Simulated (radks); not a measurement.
Values are calculated unless marked as measured or tabulated.
Spin polarisation of the 6s1 shell in Au. Start: [Xe] 4f14 5d10 6s(up 0.5, down 0.5); electrons of 6s are moved from spin down to spin up, other shells keep equal spins. Code: a radial shooting solver on a logarithmic mesh with Libxc functionals. Model: non-relativistic Kohn-Sham, PBEsol, spin-polarised, spherical densities, point nucleus.

moment (Bohr magnetons),E - E(0) (eV),e(6s up) (eV),e(6s down) (eV),5d down minus up (eV),5p down minus up (eV)
0,0.000,-4.131,-4.131,0.000,0.000
0.25,-0.012,-4.227,-4.028,0.049,0.001
0.5,-0.050,-4.314,-3.917,0.098,0.003
0.75,-0.112,-4.394,-3.797,0.147,0.004
1,-0.199,-4.466,-3.659,0.197,0.006

At moment 1 the spin-polarisation energy is -0.199 eV and the 6s exchange splitting 0.808 eV, that is 0.808 eV per Bohr magneton; E = -I m^2/4 would give I = 0.797 eV.
